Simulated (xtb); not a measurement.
Al(F)(Br)(OMe) (CH3AlBrFO), SMILES [F][Al]([O]C)[Br]. All values are semi-empirical tight-binding results from xtb (GFN2-xTB unless named), good for trends rather than for accurate numbers. The structure is a stationary point at GFN2-xTB. The structure was generated by enumeration; whether it is a known compound was not checked. One conformer was computed; it need not be the lowest.

For metal compounds this method's bond lengths and energies can be far off.

```
Quantity                                       Value
-------------------------------------  -------------
orbital gap                                  4.15 eV
zero-point energy                      27.9 kcal/mol
G − E(el) at 298.15 K (modified RRHO)   6.2 kcal/mol
```
